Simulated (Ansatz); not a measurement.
Total energies of C₃H₁₂BNSi (`BN([SiH3])C(C)C`).

```csv
atom,x (Å),y (Å),z (Å)
B1,0.6324,-1.3533,1.1136
N2,0.4436,-0.0540,0.6396
Si3,1.1475,1.3418,1.4160
C4,-0.3682,0.2466,-0.5595
C5,0.2377,-0.3825,-1.8019
C6,-1.8172,-0.1601,-0.3563
H7,1.3040,-1.5215,2.0907
H8,0.1307,-2.2864,0.5528
H9,2.0174,2.0659,0.4487
H10,1.9334,0.9101,2.5934
H11,0.0682,2.2807,1.8286
H12,-0.3471,1.3368,-0.6973
H13,1.2709,-0.0564,-1.9382
H14,0.2301,-1.4717,-1.7205
H15,-0.3324,-0.1020,-2.6906
H16,-2.4198,0.1248,-1.2219
H17,-2.2358,0.3228,0.5291
H18,-1.8954,-1.2416,-0.2263
```

Charge 0, multiplicity 1. All single points use the PBE0-D4/def2-TZVP geometry. It is one conformer, not always the lowest. Basis def2-TZVPP, the Gaussian-basis code of Ansatz.

RPA on PBE orbitals: Hartree–Fock energy of these orbitals -488.72194 Eh, correlation -1.68926 Eh (frozen core).

| functional | energy without D4 (Eh) | D4 term (kJ/mol) |
| --- | --- | --- |
| LDA (SPW92) | -487.69294 | – |
| PBE | -490.31180 | -41.8 |
| BLYP | -490.63685 | -91.1 |
| PBE0 | -490.38202 | -35.5 |
| B3LYP | -490.79891 | -66.4 |
| r2SCANh | -490.59745 | -11.7 |
| HSE06 (plane-wave form) | -490.36238 | -33.0 |
| ωB97X-V | -490.66364 | – |
| B2PLYP | -490.45013 | – |
| PBE-QIDH | -490.27638 | – |

Task: Give the same for revPBE, r2SCAN, B97M-V, r2SCAN0, BHLYP, CAM-B3LYP, LC-ωPBE, ωB97M-V. (Best estimate.)

Result: The calculation gave: 
```tsv
functional	energy without D4 (Eh)	D4 term (kJ/mol)
revPBE	-490.62375	-130.6
r2SCAN	-490.60493	-11.1
B97M-V	-490.69281	–
r2SCAN0	-490.58749	-12.8
BHLYP	-490.64065	-48.3
CAM-B3LYP	-490.65380	-35.9
LC-ωPBE	-490.54394	–
ωB97M-V	-490.62398	–
```

B3LYP takes the VWN-RPA correlation (the form of Gaussian; ORCA's B3LYP/G). HSE06 is the plane-wave form, built on full-range PBE exchange. The double hybrids freeze the cores in their second-order part.

LC-ωPBE has ω = 0.4 bohr⁻¹.
